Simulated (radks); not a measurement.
Values are calculated unless marked as measured or tabulated.
Polarisability of the gallium ion Ga5+, [Ar] 3d8, at imaginary frequency. Code: a radial shooting solver on a logarithmic mesh with Libxc functionals. Model: non-relativistic Kohn-Sham, LDA (Slater exchange, Perdew-Wang correlation), spin-polarised, spherical densities, point nucleus; open shells are filled with parallel spins first. Response by self-consistent Sternheimer equations with the Hartree and adiabatic LDA kernel.

w (hartree),alpha1(iw) (bohr^3)
0.00266,0.6188
0.0143,0.6188
0.0360,0.6187
0.0697,0.6184
0.118,0.6178
0.186,0.6162
0.280,0.6130
0.413,0.6065
0.605,0.5935
0.892,0.5679
1.35,0.5199
2.12,0.4366
3.59,0.3108
6.94,0.1602
17.5,0.04326

Static values: alpha1 = 0.6188 bohr^3 (0.09170 angstrom^3; uncoupled 0.7458). C6 = 1.059, triple-dipole C9 = 0.4581 atomic units. One-pole (London) frequency 4 C6 / (3 alpha1^2) = 3.688 hartree, against 3.705 for minus the highest occupied eigenvalue. The dipole shielding factor is 0.839, as the force sum rule N/Z = 0.839 demands.
